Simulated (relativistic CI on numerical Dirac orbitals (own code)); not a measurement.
Computed by Dirac-Coulomb-Breit CI, KLI orbitals optimised for each configuration, a model potential for QED, unscaled Slater integrals (own radial code, finite nucleus).

Configurations in the expansion (outside the closed core [Ne]): 3s²3p⁶3d, 3s²3p⁵3d², 3s3p⁶3d², 3s²3p⁶4s, 3s²3p⁶4p, 3s²3p⁶4d, 3s²3p⁶4f, 3s²3p⁵3d4s, 3s²3p⁶5s, 3s²3p⁶5p, 3s²3p⁵3d4p, 3s²3p⁶5d, 3s²3p⁶5f, 3s²3p⁶5g, 3s²3p⁶6s, 3s²3p⁵3d4d, 3s²3p⁶6p, 3s3p⁶3d4s, 3s²3p⁶6d, 3s²3p⁶7s, 3s²3p⁵3d4f, 3s²3p⁶7p, 3s3p⁶3d4p, 3s3p⁶4s², 3p⁶3d³, 3p⁵3d⁴. Double excitations out of closed p, d and f shells are left out; levels of such configurations are missing from the list, as are those of other unlisted configurations, and high levels can miss mixing partners. These lack a partner that the ground configuration has and come out too high: 3s²3p⁵3d4s, 3s²3p⁵3d4p, 3s²3p⁵3d4d, 3s²3p⁵3d4f.

At this charge energies of transitions that change n are usually good to better than 1 %, and those within a shell (Δn = 0) to a few per cent.

Outline of the computed level scheme of Cu XI. Lowest level of each configuration: 3s²3p⁶3d ²D3/2 at 0.0000 eV; 3s²3p⁵3d² ⁴D°1/2 at 60.0573 eV.

Some strong electric-dipole decays among the lowest 45 levels: 3s²3p⁵3d² ²P°1/2 → 3s²3p⁶3d ²D3/2 (4.4e+11 s⁻¹); 3s²3p⁵3d² ²P°3/2 → 3s²3p⁶3d ²D5/2 (4.0e+11 s⁻¹); 3s²3p⁵3d² ²F°7/2 → 3s²3p⁶3d ²D5/2 (2.1e+11 s⁻¹); 3s²3p⁵3d² ²F°5/2 → 3s²3p⁶3d ²D3/2 (2.0e+11 s⁻¹); 3s²3p⁵3d² ²P°3/2 → 3s²3p⁶3d ²D3/2 (4.4e+10 s⁻¹); 3s²3p⁵3d² ²F°5/2 → 3s²3p⁶3d ²D5/2 (7.4e+09 s⁻¹); 3s²3p⁵3d² ²F°5/2 → 3s²3p⁶3d ²D3/2 (4.2e+09 s⁻¹); 3s²3p⁵3d² ²F°7/2 → 3s²3p⁶3d ²D5/2 (3.8e+09 s⁻¹).

LS names give the leading component of a level, which can be under half, so a name can repeat, a term be missing and a line seem to break the LS rules.
